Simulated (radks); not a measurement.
Task: The mean radii <r> (bohr) of the occupied orbitals of an atom or ion are listed with their occupations. Calculated with a radial shooting solver on a logarithmic mesh with Libxc functionals: Dirac Kohn-Sham, PBE, spin-unpolarised, spherical densities, point nucleus.

| orbital | occ. | <r> |
|---|---|---|
| 1s1/2 | 2 | 0.01743 |
| 2s1/2 | 2 | 0.07295 |
| 2p1/2 | 2 | 0.06017 |
| 2p3/2 | 4 | 0.06848 |
| 3s1/2 | 2 | 0.1899 |
| 3p1/2 | 2 | 0.1801 |
| 3p3/2 | 4 | 0.1954 |
| 3d3/2 | 4 | 0.1705 |
| 3d5/2 | 6 | 0.1752 |
| 4s1/2 | 2 | 0.4232 |
| 4p1/2 | 2 | 0.4267 |
| 4p3/2 | 4 | 0.4604 |
| 4d3/2 | 4 | 0.4719 |
| 4d5/2 | 6 | 0.4831 |
| 5s1/2 | 2 | 0.9768 |
| 5p1/2 | 2 | 1.060 |
| 4f5/2 | 6 | 0.5311 |
| 4f7/2 | 8 | 0.5387 |
| 5p3/2 | 4 | 1.155 |
| 5d3/2 | 4 | 1.524 |
| 5d5/2 | 2 | 1.569 |

Name the element and its charge. Open shells, if any, fill j = l - 1/2 first.

Result: Z = 77, iridium, charge +3: Ir3+ in [Xe] 4f14 5d6. The 1s radius gives Z: for a bare nucleus <r> = (2 gamma + 1)/(2Z) with gamma = sqrt(1 - (Z/c)^2), 0.01724 bohr for Z = 77, and screening makes it slightly larger (0.01743 here). The occupations add up to 74, and the charge is Z minus that.
